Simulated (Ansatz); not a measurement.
Si₆Cl₆⁺, that is Si6Cl6 prismane with one electron fewer. The state is a doublet with charge 1. Geometry PBE0-D4/def2-SVP; atoms count from 1.

```xyz
12

Si   -1.592    0.780    0.669
Cl   -2.519    2.456   -0.020
Si    1.132    1.450   -0.520
Cl    0.819    3.300   -1.291
Si    0.556    0.693    1.605
Cl    1.100    1.532    3.370
Si    0.681   -1.505    0.744
Cl    1.588   -3.046    1.691
Si   -1.323   -1.245   -0.450
Cl   -2.786   -2.468   -1.134
Si    0.776   -0.648   -1.456
Cl    1.568   -1.300   -3.206
```

Q: Estimate the Mulliken populations from the PBE0/def2-SVP orbitals of Ansatz.

A: 
| atom | charge (e) | spin (α − β) |
| --- | --- | --- |
| Si1 | 0.43 | 0.30 |
| Cl2 | -0.10 | 0.04 |
| Si3 | 0.47 | 0.28 |
| Cl4 | -0.09 | 0.03 |
| Si5 | 0.07 | 0.10 |
| Cl6 | -0.10 | 0.04 |
| Si7 | 0.25 | 0.00 |
| Cl8 | -0.11 | 0.00 |
| Si9 | 0.22 | 0.08 |
| Cl10 | -0.10 | 0.03 |
| Si11 | 0.16 | 0.08 |
| Cl12 | -0.10 | 0.03 |
Mulliken values and Mayer orders depend strongly on the basis.

Q: Where does the spin sit?

A: Summed by element: Si 0.84, Cl 0.16, of 1 unpaired in all. Largest on single atoms: Si1 0.30, Si3 0.28, Si5 0.10.

Q: And the Mayer bond orders between bonded heavy atoms (over 0.3)?

A: Si1–Cl2 1.21 (2.04 Å); Si1–Si5 0.80 (2.35 Å); Si1–Si9 0.77 (2.33 Å); Si3–Cl4 1.24 (2.03 Å); Si3–Si5 0.78 (2.33 Å); Si3–Si11 0.77 (2.33 Å); Si5–Cl6 1.21 (2.03 Å); Si5–Si7 0.67 (2.36 Å); Si7–Cl8 1.23 (2.02 Å); Si7–Si9 0.67 (2.35 Å); Si7–Si11 0.67 (2.36 Å); Si9–Cl10 1.23 (2.03 Å); Si9–Si11 0.62 (2.40 Å); Si11–Cl12 1.23 (2.03 Å).
